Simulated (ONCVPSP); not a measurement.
# Which change was made? (La, ONCV)

```json
{"Element": "La (Z = 57)", "Generator": "ONCVPSP 4.0.1", "Type": "optimised norm-conserving Vanderbilt (ONCV)", "Functional": "BLYP", "Relativity": "scalar-relativistic", "Frozen core": "[Kr]", "Valence charge": "21", "Reference configuration": "4d10 5s2 5p6 5d1 6s2", "Partial waves": "5s+6s: rc 2.05 bohr, ncon 4, nbas 8, qcut 4.4 1/bohr, 2 projectors; 5p: rc 1.90 bohr, ncon 4, nbas 7, qcut 4.8 1/bohr, 2 projectors, debl 0.4 Ha; 4d+5d: rc 1.15 bohr, ncon 4, nbas 8, qcut 15.8 1/bohr, 3 projectors, debl 3.2 Ha; f scattering state at 0.11 Ha: rc 1.70 bohr, ncon 4, nbas 8, qcut 6.8 1/bohr, 2 projectors, debl 2.2 Ha", "Local potential": "polynomial inside 1.15 bohr (lpopt 5, dvloc0 6 Ha)", "Core correction": "Teter function fitted to the true core (icmod 2), fcfact 0.45"}
```

In the p channel the program set the typed energies aside and used -0.814, 0.250 Ha. In the f channel the program set the typed energies aside and used -0.151, 2.049 Ha.

Cutoffs, loose and tight: the cutoffs (Ha) at which the residual kinetic energy of the hardest occupied pseudo-wave falls to 1 and 0.1 mHa per electron. They do not see the model core or the augmentation charge, which bear on the density cutoff. Test errors are all-electron minus pseudo excitation energies from the reference, over the configurations 4d10 5s2 5p6 5d1 6s1; 4d10 5s2 5p6 5d1 6s0; 4d10 5s2 5p6 5d0 6s0; 4d10 5s2 5p6 5d2 6s1; variants that change the core or the reference have their own tests.

The base gives: outcome: generated, projector energies reset by the program; cutoff, loose: 77 Ha; cutoff, tight: 90 Ha; bound ghosts: s; GHOST(+) flags above zero: p; largest test error (meV): -4.4.

Q: After one change the result is: outcome: generated, projector energies reset by the program; cutoff, loose: 64 Ha; cutoff, tight: 73 Ha; bound ghosts: none; GHOST(+) flags above zero: s; largest test error (meV): -4.8. Which change was it?
A. all radii but the core radius scaled by about 1.15 (s 2.36, p 2.20, d 1.32, f 1.96 bohr); local potential polynomial inside 1.32 bohr (lpopt 5, dvloc0 6 Ha)
B. all radii but the core radius scaled by about 1.05 (s 2.16, p 2.00, d 1.20, f 1.78 bohr); local potential polynomial inside 1.20 bohr (lpopt 5, dvloc0 6 Ha)
C. all radii but the core radius scaled by about 0.79 (s 1.62, p 1.50, d 0.92, f 1.34 bohr); local potential polynomial inside 0.92 bohr (lpopt 5, dvloc0 6 Ha)

A: A. The others give: all radii but the core radius scaled by about 0.79 (s 1.62, p 1.50, d 0.92, f 1.34 bohr); local potential polynomial inside 0.92 bohr (lpopt 5, dvloc0 6 Ha) → outcome: failed: ERROR pspot: first pseudo wave function has node, program will stop | all radii but the core radius scaled by about 1.05 (s 2.16, p 2.00, d 1.20, f 1.78 bohr); local potential polynomial inside 1.20 bohr (lpopt 5, dvloc0 6 Ha) → outcome: generated, projector energies reset by the program; cutoff, loose: 75 Ha; cutoff, tight: 88 Ha; bound ghosts: none; GHOST(+) flags above zero: s, p; largest test error (meV): -5.1.
